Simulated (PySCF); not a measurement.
Species: C7H12O.
Numbering: `[CH2:1]=[CH:2][C:3]1([O:4][CH3:5])[CH2:6][CH2:7][CH2:8]1`

Structure used (GFN2-xTB), in Å, numbered top down from 1:
```
atom  x, y, z in Å
C1    -0.9027    2.2191   -0.4072
C2    -0.1839    1.1692   -0.7601
C3     0.1100    0.0094    0.1494
O4    -0.8769   -0.1934    1.1380
C5    -2.1221   -0.6303    0.6509
C6     1.5196    0.1268    0.7812
C7     2.0442   -0.8957   -0.2345
C8     0.5985   -1.2554   -0.6036
H9    -1.0745    3.0450   -1.0767
H10   -1.3445    2.2857    0.5733
H11    0.2737    1.1108   -1.7383
H12   -2.5571    0.0855   -0.0552
H13   -2.0422   -1.6057    0.1570
H14   -2.7704   -0.7226    1.5207
H15    1.5044   -0.2492    1.8006
H16    1.9648    1.1184    0.7614
H17    2.6474   -1.7055    0.1691
H18    2.5827   -0.4278   -1.0562
H19    0.3605   -1.3095   -1.6642
H20    0.2634   -2.1642   -0.1087
```

Probes without a nucleus sit at each ring's centroid and 1 Å off its mean plane on both sides; NICS is minus the shielding there, NICSzz its component along the normal. Level: GIAO PBE0/pcSseg-1 (PySCF, non-relativistic, gas phase) on the GFN2-xTB geometry, one conformer.

Ring bond lengths (Å), with Mayer bond orders in brackets: C3–C6 1.549 (0.98), C6–C7 1.534 (1.04), C7–C8 1.535 (1.05), C8–C3 1.551 (1.00).

**Question.** What do the NICS probes read (ppm)?

**Answer.** 
| ring | type | NICS(0) | NICS(1), two faces | NICS(1)zz, two faces | rms pucker (Å) | centre to ring atoms, mean (Å) |
| --- | --- | --- | --- | --- | --- | --- |
| C3–C6–C7–C8 | 4-membered carbocycle; formal bonds all single | -1.5 | -1.4 / -0.5 | 0.7 / 3.8 | 0.09 | 1.09 |

**Question.** What do they say, and how far can they be read as aromaticity?

**Answer.** 
- C3–C6–C7–C8: mean NICS(1)zz 2.2 ppm, near zero. C3, C6, C7, C8 have four or more neighbours, and the NICS criterion for π rings isn't applied. The two faces differ by 3.1 ppm, so no symmetry operation interchanges them.

Time: 39 s (with the writing of density and orbital grids); peak memory 0.87 GiB. Hardware: an Arm Neoverse V1 with one thread, shared host. This is the whole shielding run at PBE0/pcSseg-1, SCF included.
